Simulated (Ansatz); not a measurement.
System: C4H7O (charge 0, doublet). It need not be the lowest isomer of its formula. 
Coordinates optimised at B3LYP-D3(BJ)/def2-TZVP (Ansatz, a first-principles code):
```xyz
12

C     -2.2454    -0.2823    -0.0667
C     -0.8416     0.3043    -0.1773
C      0.2314    -0.6887     0.2735
C      1.6488    -0.1685     0.1886
O      2.0227     0.8892    -0.1757
H     -2.3515    -1.1759    -0.6862
H     -2.9976     0.4382    -0.3918
H     -2.4775    -0.5632     0.9633
H     -0.7623     1.2111     0.4261
H     -0.6375     0.6043    -1.2074
H      0.0805    -1.0060     1.3102
H      0.2048    -1.6102    -0.3166
```
Charge 0, spin multiplicity 2.

Basis-set convergence of Hartree-Fock and CCSD(T) correlation energies (hartree) with Ansatz. Cores are frozen in the correlated levels unless marked. Open shells are spin-unrestricted. Spin-orbit coupling is left out. Non-relativistic.

```tsv
basis	functions	E(HF)	E(corr, CCSD(T))
cc-pVDZ	105	-230.38782	-0.79408
cc-pVTZ	248	(withheld)	(withheld)
```

**Question.** Fill in the missing entries.

**Answer.** 
- cc-pVTZ, E(HF): -230.45279
- cc-pVTZ, E(corr, CCSD(T)): -0.96306
